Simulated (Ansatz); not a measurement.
Ansatz (a quantum-chemistry and plane-wave program) input (HF/6-31G* with LANL2DZ past Ar): The .json file joins the Basis Set Exchange's 6-31G* for atoms up to Ar and LANL2DZ past it.

Ansatz 0.2 input:
```yaml
crystal:
  periodic: [false, false, false]
  atoms:
    - {symbol: C, position_ang: [-1.83409478, -0.45275461, 0.61417968]}
    - {symbol: N, position_ang: [-0.57169239, 0.24670501, 0.54803895]}
    - {symbol: C, position_ang: [-0.67349084, 1.64944425, 0.87855040]}
    - {symbol: Ge, position_ang: [0.77265857, -0.35878302, -0.53908128]}
    - {symbol: H, position_ang: [-2.56776803, -0.06883776, -0.09645023]}
    - {symbol: H, position_ang: [-2.25983341, -0.35763206, 1.61073309]}
    - {symbol: H, position_ang: [-1.69556433, -1.50926623, 0.41688752]}
    - {symbol: H, position_ang: [-1.08702398, 1.76667458, 1.87788407]}
    - {symbol: H, position_ang: [-1.31476963, 2.20071496, 0.18896677]}
    - {symbol: H, position_ang: [0.30519614, 2.11470598, 0.87263515]}
    - {symbol: H, position_ang: [0.86101836, -1.89109072, -0.34530596]}
    - {symbol: H, position_ang: [2.08103110, 0.31871517, -0.06740267]}
basis:
  gaussian:
    orbitals: 6-31Gs+LANL2DZ.json
hamiltonian:
  xc: {name: HF}
magnetization: {spin_polarized: true, initial_magnetization: 1}
phonons: {temperatures: {t_min: 298.15, t_max: 298.15, t_step: 100}}
```

Output:

```
Functional definition: HF
integrals: 0.02 GiB planned
909 factors; integrals over basis functions are off by at most 3.5e-4 eV
mean field: 0.23 GiB planned
mean field evaluation 1: about -3764.2373 eV, gradient 1.9e1 eV
mean field evaluation 2: about -3764.3558 eV, gradient 1.9e1 eV
mean field evaluation 4: about -3766.3534 eV, gradient 3.3e0 eV
mean field evaluation 8: about -3766.4191 eV, gradient 2.7e-1 eV
mean field evaluation 16: about -3766.4217 eV, gradient 3.4e-5 eV
mean field -3766.42174919 eV, -138.4134463104 hartree, gradient 3.4e-5 eV, S^2 0.756925; 0 other end points of the search recorded, 0 dependent functions left out
the calculation of the forces begins
reference -3766.42174919 eV, -138.4134463104 hartree; 16, 15 occupied and 53, 54 virtual orbitals, 909 factors
these checks for a lower state are left out or cut short: stability, starts, cluster_reference, orbital_swaps, neighbouring_geometries, increment
integrals: 0.02 GiB planned
909 factors; integrals over basis functions are off by at most 3.5e-4 eV
mean field: 0.23 GiB planned
mean field -3766.42157436 eV, -138.4134398853 hartree, gradient 2.3e-6 eV, S^2 0.756900; 0 other end points of the search recorded, 0 dependent functions left out
the calculation of the forces begins
reference -3766.42157436 eV, -138.4134398853 hartree; 16, 15 occupied and 53, 54 virtual orbitals, 909 factors
these checks for a lower state are left out or cut short: stability, starts, cluster_reference, orbital_swaps, neighbouring_geometries, increment
integrals: 0.02 GiB planned
909 factors; integrals over basis functions are off by at most 3.5e-4 eV
mean field: 0.23 GiB planned
mean field -3766.42157514 eV, -138.4134399141 hartree, gradient 2.2e-6 eV, S^2 0.756949; 0 other end points of the search recorded, 0 dependent functions left out
the calculation of the forces begins
reference -3766.42157514 eV, -138.4134399141 hartree; 16, 15 occupied and 53, 54 virtual orbitals, 909 factors
these checks for a lower state are left out or cut short: stability, starts, cluster_reference, orbital_swaps, neighbouring_geometries, increment
integrals: 0.02 GiB planned
909 factors; integrals over basis functions are off by at most 3.5e-4 eV
mean field: 0.23 GiB planned
mean field evaluation 32: about -3766.4215 eV, gradient 1.9e-4 eV
mean field -3766.42154650 eV, -138.4134388618 hartree, gradient 1.8e-6 eV, S^2 0.756906; 0 other end points of the search recorded, 0 dependent functions left out
the calculation of the forces begins
reference -3766.42154650 eV, -138.4134388618 hartree; 16, 15 occupied and 53, 54 virtual orbitals, 909 factors
these checks for a lower state are left out or cut short: stability, starts, cluster_reference, orbital_swaps, neighbouring_geometries, increment
integrals: 0.02 GiB planned
909 factors; integrals over basis functions are off by at most 3.5e-4 eV
mean field: 0.23 GiB planned
mean field -3766.42154792 eV, -138.4134389137 hartree, gradient 1.9e-6 eV, S^2 0.756943; 0 other end points of the search recorded, 0 dependent functions left out
the calculation of the forces begins
reference -3766.42154792 eV, -138.4134389137 hartree; 16, 15 occupied and 53, 54 virtual orbitals, 909 factors
these checks for a lower state are left out or cut short: stability, starts, cluster_reference, orbital_swaps, neighbouring_geometries, increment
integrals: 0.02 GiB planned
909 factors; integrals over basis functions are off by at most 3.5e-4 eV
mean field: 0.23 GiB planned
mean field -3766.42155701 eV, -138.4134392478 hartree, gradient 2.1e-6 eV, S^2 0.756922; 0 other end points of the search recorded, 0 dependent functions left out
the calculation of the forces begins
reference -3766.42155701 eV, -138.4134392478 hartree; 16, 15 occupied and 53, 54 virtual orbitals, 909 factors
these checks for a lower state are left out or cut short: stability, starts, cluster_reference, orbital_swaps, neighbouring_geometries, increment
integrals: 0.02 GiB planned
909 factors; integrals over basis functions are off by at most 3.5e-4 eV
mean field: 0.23 GiB planned
mean field -3766.42155763 eV, -138.4134392706 hartree, gradient 2.3e-6 eV, S^2 0.756927; 0 other end points of the search recorded, 0 dependent functions left out
the calculation of the forces begins
reference -3766.42155763 eV, -138.4134392706 hartree; 16, 15 occupied and 53, 54 virtual orbitals, 909 factors
these checks for a lower state are left out or cut short: stability, starts, cluster_reference, orbital_swaps, neighbouring_geometries, increment
integrals: 0.02 GiB planned
909 factors; integrals over basis functions are off by at most 3.5e-4 eV
mean field: 0.23 GiB planned
mean field -3766.42159368 eV, -138.4134405956 hartree, gradient 3.0e-6 eV, S^2 0.756896; 0 other end points of the search recorded, 0 dependent functions left out
[...]
integrals: 0.02 GiB planned
909 factors; integrals over basis functions are off by at most 3.5e-4 eV
mean field: 0.23 GiB planned
mean field -3766.42172567 eV, -138.4134454461 hartree, gradient 1.1e-6 eV, S^2 0.756927; 0 other end points of the search recorded, 0 dependent functions left out
the calculation of the forces begins
reference -3766.42172567 eV, -138.4134454461 hartree; 16, 15 occupied and 53, 54 virtual orbitals, 909 factors
these checks for a lower state are left out or cut short: stability, starts, cluster_reference, orbital_swaps, neighbouring_geometries, increment
integrals: 0.02 GiB planned
909 factors; integrals over basis functions are off by at most 3.5e-4 eV
mean field: 0.23 GiB planned
mean field -3766.42172661 eV, -138.4134454805 hartree, gradient 3.0e-6 eV, S^2 0.756922; 0 other end points of the search recorded, 0 dependent functions left out
the calculation of the forces begins
reference -3766.42172661 eV, -138.4134454805 hartree; 16, 15 occupied and 53, 54 virtual orbitals, 909 factors
these checks for a lower state are left out or cut short: stability, starts, cluster_reference, orbital_swaps, neighbouring_geometries, increment
integrals: 0.02 GiB planned
909 factors; integrals over basis functions are off by at most 3.5e-4 eV
mean field: 0.23 GiB planned
mean field evaluation 192: about -3766.4216 eV, gradient 1.4e-4 eV
mean field -3766.42163879 eV, -138.4134422533 hartree, gradient 3.1e-6 eV, S^2 0.756929; 0 other end points of the search recorded, 0 dependent functions left out
the calculation of the forces begins
reference -3766.42163879 eV, -138.4134422533 hartree; 16, 15 occupied and 53, 54 virtual orbitals, 909 factors
these checks for a lower state are left out or cut short: stability, starts, cluster_reference, orbital_swaps, neighbouring_geometries, increment
integrals: 0.02 GiB planned
909 factors; integrals over basis functions are off by at most 3.6e-4 eV
mean field: 0.23 GiB planned
mean field -3766.42164039 eV, -138.4134423121 hartree, gradient 3.0e-6 eV, S^2 0.756920; 0 other end points of the search recorded, 0 dependent functions left out
the calculation of the forces begins
reference -3766.42164039 eV, -138.4134423121 hartree; 16, 15 occupied and 53, 54 virtual orbitals, 909 factors
these checks for a lower state are left out or cut short: stability, starts, cluster_reference, orbital_swaps, neighbouring_geometries, increment
integrals: 0.02 GiB planned
909 factors; integrals over basis functions are off by at most 3.5e-4 eV
mean field: 0.23 GiB planned
mean field -3766.42172907 eV, -138.4134455712 hartree, gradient 2.7e-6 eV, S^2 0.756924; 0 other end points of the search recorded, 0 dependent functions left out
the calculation of the forces begins
reference -3766.42172907 eV, -138.4134455712 hartree; 16, 15 occupied and 53, 54 virtual orbitals, 909 factors
these checks for a lower state are left out or cut short: stability, starts, cluster_reference, orbital_swaps, neighbouring_geometries, increment
integrals: 0.02 GiB planned
909 factors; integrals over basis functions are off by at most 3.5e-4 eV
mean field: 0.23 GiB planned
mean field -3766.42172875 eV, -138.4134455591 hartree, gradient 2.9e-6 eV, S^2 0.756925; 0 other end points of the search recorded, 0 dependent functions left out
the calculation of the forces begins
reference -3766.42172875 eV, -138.4134455591 hartree; 16, 15 occupied and 53, 54 virtual orbitals, 909 factors
these checks for a lower state are left out or cut short: stability, starts, cluster_reference, orbital_swaps, neighbouring_geometries, increment
integrals: 0.02 GiB planned
909 factors; integrals over basis functions are off by at most 3.5e-4 eV
mean field: 0.23 GiB planned
mean field -3766.42174259 eV, -138.4134460680 hartree, gradient 2.1e-6 eV, S^2 0.756931; 0 other end points of the search recorded, 0 dependent functions left out
the calculation of the forces begins
reference -3766.42174259 eV, -138.4134460680 hartree; 16, 15 occupied and 53, 54 virtual orbitals, 909 factors
these checks for a lower state are left out or cut short: stability, starts, cluster_reference, orbital_swaps, neighbouring_geometries, increment
integrals: 0.02 GiB planned
909 factors; integrals over basis functions are off by at most 3.5e-4 eV
mean field: 0.23 GiB planned
mean field evaluation 224: about -3766.4217 eV, gradient 2.1e-6 eV
mean field -3766.42174382 eV, -138.4134461129 hartree, gradient 2.1e-6 eV, S^2 0.756918; 0 other end points of the search recorded, 0 dependent functions left out
the calculation of the forces begins
reference -3766.42174382 eV, -138.4134461129 hartree; 16, 15 occupied and 53, 54 virtual orbitals, 909 factors
these checks for a lower state are left out or cut short: stability, starts, cluster_reference, orbital_swaps, neighbouring_geometries, increment
integrals: 0.02 GiB planned
909 factors; integrals over basis functions are off by at most 3.5e-4 eV
mean field: 0.23 GiB planned
mean field -3766.42169772 eV, -138.4134444189 hartree, gradient 2.1e-6 eV, S^2 0.756921; 0 other end points of the search recorded, 0 dependent functions left out
the calculation of the forces begins
reference -3766.42169772 eV, -138.4134444189 hartree; 16, 15 occupied and 53, 54 virtual orbitals, 909 factors
these checks for a lower state are left out or cut short: stability, starts, cluster_reference, orbital_swaps, neighbouring_geometries, increment
integrals: 0.02 GiB planned
909 factors; integrals over basis functions are off by at most 3.5e-4 eV
mean field: 0.23 GiB planned
mean field -3766.42169918 eV, -138.4134444725 hartree, gradient 2.0e-6 eV, S^2 0.756929; 0 other end points of the search recorded, 0 dependent functions left out
the calculation of the forces begins
reference -3766.42169918 eV, -138.4134444725 hartree; 16, 15 occupied and 53, 54 virtual orbitals, 909 factors
these checks for a lower state are left out or cut short: stability, starts, cluster_reference, orbital_swaps, neighbouring_geometries, increment
integrals: 0.02 GiB planned
909 factors; integrals over basis functions are off by at most 3.5e-4 eV
mean field: 0.23 GiB planned
mean field -3766.42174436 eV, -138.4134461328 hartree, gradient 1.3e-6 eV, S^2 0.756940; 0 other end points of the search recorded, 0 dependent functions left out
the calculation of the forces begins
reference -3766.42174436 eV, -138.4134461328 hartree; 16, 15 occupied and 53, 54 virtual orbitals, 909 factors
these checks for a lower state are left out or cut short: stability, starts, cluster_reference, orbital_swaps, neighbouring_geometries, increment
integrals: 0.02 GiB planned
909 factors; integrals over basis functions are off by at most 3.5e-4 eV
mean field: 0.23 GiB planned
mean field -3766.42174434 eV, -138.4134461323 hartree, gradient 1.3e-6 eV, S^2 0.756909; 0 other end points of the search recorded, 0 dependent functions left out
the calculation of the forces begins
reference -3766.42174434 eV, -138.4134461323 hartree; 16, 15 occupied and 53, 54 virtual orbitals, 909 factors
Total energy: -3766.42174919 eV, -138.4134463104 hartree
Atom 0 at    -1.834095    -0.452755     0.614180 Å, force    -0.000081    -0.000510     0.000032 eV/Å
Atom 1 at    -0.571692     0.246705     0.548039 Å, force    -0.000364     0.000184     0.000134 eV/Å
Atom 2 at    -0.673491     1.649444     0.878550 Å, force     0.000380     0.000324     0.000137 eV/Å
Atom 3 at     0.772659    -0.358783    -0.539081 Å, force     0.000662    -0.000302    -0.000508 eV/Å
Atom 4 at    -2.567768    -0.068838    -0.096450 Å, force    -0.000036     0.000108    -0.000070 eV/Å
Atom 5 at    -2.259833    -0.357632     1.610733 Å, force    -0.000060    -0.000006     0.000062 eV/Å
Atom 6 at    -1.695564    -1.509266     0.416888 Å, force    -0.000175    -0.000121     0.000055 eV/Å
Atom 7 at    -1.087024     1.766675     1.877884 Å, force    -0.000034     0.000042     0.000068 eV/Å
Atom 8 at    -1.314770     2.200715     0.188967 Å, force    -0.000102    -0.000012    -0.000086 eV/Å
Atom 9 at     0.305196     2.114706     0.872635 Å, force     0.000001     0.000198     0.000095 eV/Å
Atom 10 at     0.861018    -1.891091    -0.345306 Å, force    -0.000243    -0.000222     0.000007 eV/Å
Atom 11 at     2.081031     0.318715    -0.067403 Å, force     0.000053     0.000316     0.000075 eV/Å
Dipole moment:    -0.182667     0.114784    -0.110815 e Å
Vibrations: 152.05 175.78 218.74 278.36 281.02 350.45 595.08 688.65 722.92 900.00 1066.54 1186.20 1222.97 1270.70 1332.32 1418.52 1596.25 1624.05 1629.03 1640.21 1654.24 1667.35 2108.13 2131.03 3150.27 3156.68 3209.65 3211.21 3272.70 3274.77 cm⁻¹, zero-point energy 2.801167 eV
```

The blocks after the first are displaced geometries, from whose forces the wavenumbers follow.
